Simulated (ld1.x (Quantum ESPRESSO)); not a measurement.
What one change does to a pseudopotential (germanium (Ge), ultrasoft)

ld1.x (Quantum ESPRESSO) 7.5 input, shortened:

```
&input
   title='Ge', zed=32., rel=2, dft='PBESOL', iswitch=3,
   config='[Ar] 3d10 4s2 4p2', rel_dist='average'
 /
 &inputp
   pseudotype=3, tm=.true., lloc=-1, rcloc=1.70,
   nlcc=.true., rcore=1.50,
   which_augfun='PSQ', rmatch_augfun=1.35
 /
4
4S  1  0   2.00   0.00  1.60  1.75  0.0
4S  1  0   0.00   0.15  1.60  1.75  0.0
4P  2  1   2.00   0.00  1.95  2.40  0.0
4P  2  1   0.00   1.55  1.95  2.40  0.0
 &test
   configts(1)='4s2 4p2'
 /
```

Open shells are filled in proportion to 2j + 1 (rel_dist='average').

All-electron outer shells of the reference configuration (PBEsol, scalar-relativistic, ld1.x):

```tsv
shell	level (eV)	outermost node (bohr)	outermost maximum (bohr)
3p	-115.43	0.23	0.54
3d	-29.31	–	0.50
4s	-11.74	0.77	1.75
4p	-3.90	0.82	2.22
```

Change: waves 4s (bound): rcut 1.60, rcutus 1.92 bohr; 4s channel at 0.15 Ry: rcut 1.60, rcutus 1.92 bohr.

Cutoffs: the cutoffs (Ry, on a coarse ladder) from which the occupation-weighted sum of valence levels, in a spherical-Bessel basis at the reference potential, stays within 10 and 1 mRy of its value at 400 Ry; they do not see the model core or the augmentation charge, which bear on the density cutoff. Errors are all-electron minus pseudo energies relative to the spin-unpolarised reference configuration.

**Question.** How do hardness, ghosts and transferability respond?

**Answer.** The potential gets softer (10 Ry and 15 Ry → 8 Ry and 12 Ry); the errors of the 7 common tests hardly move; the range in which the s phases agree narrows (upper end at the end of the scan → 3.2); neither file shows a bound ghost. A larger radius leaves more room for a smooth pseudo-wave, so fewer plane waves are needed.

| quantity | base | changed |
| --- | --- | --- |
| cutoff, loose | 10 Ry | 8 Ry |
| cutoff, tight | 15 Ry | 12 Ry |
| loose cutoff by channel (10 mRy a level) | s 8 Ry, p 6 Ry | s 6 Ry, p 6 Ry |
| bound ghosts | none | none |
| error for 4s2 4p1, meV [ΔE 7.46 eV] | -5.9 | -5.9 |
| error for 4s2 4p0, meV [ΔE 22.91 eV] | -53 | -54 |
| error for 4s1 4p0, meV [ΔE 57.69 eV] | -333 | -331 |
| error for 4s2 4p2.3, meV [ΔE -0.88 eV] | -0.1 | -0.2 |
| error for 4s1 4p2, meV [ΔE 16.18 eV] | -34 | -33 |
| error for 4s2 4p1.5, meV [ΔE 2.81 eV] | -0.9 | -0.9 |
| error for 4s1 4p3, meV [ΔE 7.98 eV] | -12 | -12 |
| s: phases at 2.59 bohr within 0.05 rad from the reference energy up to (Ry; the scan ends near 5) | to the end of the scan | 3.2 |
| p1/2: phases at 2.59 bohr within 0.05 rad from the reference energy up to (Ry; the scan ends near 5) | 3.8 | 3.8 |
| p3/2: phases at 2.59 bohr within 0.05 rad from the reference energy up to (Ry; the scan ends near 5) | 3.9 | 3.9 |
| lowest overlap eigenvalue by channel | s 0.41, p1/2 0.60, p3/2 0.61 | s 0.37, p1/2 0.60, p3/2 0.61 |
